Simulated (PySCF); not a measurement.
UHF on Ni²⁺ (nickel, charge +2)

Configuration: [Ar] 3d8, high-spin 3F determinant. Computed with PySCF 2.14 in cc-pVDZ (6s5p3d1f, 43 functions), with the non-relativistic Hamiltonian (point nucleus).

| Item | Value |
| --- | --- |
| Total energy | -1506.033439 hartree |
| One-electron energy | -2073.7802 hartree |
| Hartree (Coulomb) energy | 629.1776 hartree |
| Exchange energy | -61.4308 hartree |
| Kinetic energy | 1506.49904 hartree |
| ⟨S²⟩ | 2.0027 |
| ⟨L²⟩ | 12.023 |
| Sum of ⟨r⟩ | 15.69 bohr |
| Sum of ⟨r²⟩ | 15.40 bohr² |
| Density at the nucleus (Gaussians lack the cusp) | 14800 bohr⁻³ |
| Spin density at the nucleus | 0.203 bohr⁻³ |
| Langevin diamagnetic susceptibility | -12.2 ×10⁻⁶ cm³/mol |
| Time after the integrals | 0.29 s of wall time on 1 thread of Neoverse-N1 (shared host) |

```json
{"shell": "1s α", "electrons": "1", "mean orbital energy (eV)": "-8335.4", "spread (eV)": "0", "rms radius, mean of both spins (bohr)": "0.0635"}
{"shell": "1s β", "electrons": "1", "mean orbital energy (eV)": "-8335.3", "spread (eV)": "0", "rms radius, mean of both spins (bohr)": "0.0635"}
{"shell": "2s α", "electrons": "1", "mean orbital energy (eV)": "-1051.7", "spread (eV)": "0", "rms radius, mean of both spins (bohr)": "0.268"}
{"shell": "2s β", "electrons": "1", "mean orbital energy (eV)": "-1049.6", "spread (eV)": "0", "rms radius, mean of both spins (bohr)": "0.268"}
{"shell": "2p α", "electrons": "3", "mean orbital energy (eV)": "-916.40", "spread (eV)": "0", "rms radius, mean of both spins (bohr)": "0.239"}
{"shell": "2p β", "electrons": "3", "mean orbital energy (eV)": "-914.31", "spread (eV)": "0", "rms radius, mean of both spins (bohr)": "0.239"}
{"shell": "3s α", "electrons": "1", "mean orbital energy (eV)": "-155.01", "spread (eV)": "0", "rms radius, mean of both spins (bohr)": "0.806"}
{"shell": "3s β", "electrons": "1", "mean orbital energy (eV)": "-149.65", "spread (eV)": "0", "rms radius, mean of both spins (bohr)": "0.806"}
{"shell": "3p α", "electrons": "3", "mean orbital energy (eV)": "-111.99", "spread (eV)": "0", "rms radius, mean of both spins (bohr)": "0.852"}
{"shell": "3p β", "electrons": "3", "mean orbital energy (eV)": "-105.53", "spread (eV)": "0", "rms radius, mean of both spins (bohr)": "0.852"}
{"shell": "3d α", "electrons": "5", "mean orbital energy (eV)": "-39.809", "spread (eV)": "1.464", "rms radius, mean of both spins (bohr)": "1.08"}
{"shell": "3d β", "electrons": "3", "mean orbital energy (eV)": "-37.210", "spread (eV)": "0", "rms radius, mean of both spins (bohr)": "1.08"}
```
